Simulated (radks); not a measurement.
The numbers below are computed, except where a source is named.
Dispersion coefficients C6 (hartree bohr^6) between ground-configuration atoms and ions, from the Casimir-Polder integral (3/pi) of alpha_A(iw) alpha_B(iw). Code: a radial shooting solver on a logarithmic mesh with Libxc functionals. Model: scalar-relativistic Kohn-Sham, LDA (Slater exchange, Perdew-Wang correlation), spin-polarised, spherical densities, finite nucleus; open shells are filled with parallel spins first; Fermi nuclear charge, rms radius of each element as measured or else 0.836 A^(1/3) + 0.57 fm. Response by self-consistent Sternheimer equations with the Hartree and adiabatic LDA kernel, the relativistic mass of each level held fixed and spin-orbit coupling left out. For heavy and open-shell atoms this level of theory can miss by tens of per cent.

C6        K    Ca+   Sc2+   Ti3+    V4+    Cr5+    Mn6+    Fe7+    Co8+
K      3229
Ca+    1155  463.1
Sc2+  126.3  62.13  14.87
Ti3+  64.30  33.28  9.276  6.016
V4+   41.43  21.85  6.517  4.315  3.135
Cr5+  29.30  15.62  4.847  3.254  2.386   1.828
Mn6+  21.81  11.71  3.737  2.534  1.871   1.442   1.143
Fe7+  16.80  9.066  2.956  2.020  1.501   1.162  0.9243  0.7500
Co8+  13.27  7.191  2.384  1.640  1.224  0.9518  0.7597  0.6183  0.5109

Static polarisabilities (bohr^3): K ([Ar] 4s1) 255.3, Ca+ ([Ar] 4s1) 67.69, Sc2+ ([Ar] 3d1) 5.035, Ti3+ ([Ar] 3d1) 2.318, V4+ ([Ar] 3d1) 1.444, Cr5+ ([Ar] 3d1) 1.003, Mn6+ ([Ar] 3d1) 0.7377, Fe7+ ([Ar] 3d1) 0.5631, Co8+ ([Ar] 3d1) 0.4415. The combination rule 2 Ca Cb / ((alpha_b/alpha_a) Ca + (alpha_a/alpha_b) Cb) gives 1.495 for Fe7+-V4+, against 1.501 from the integral.
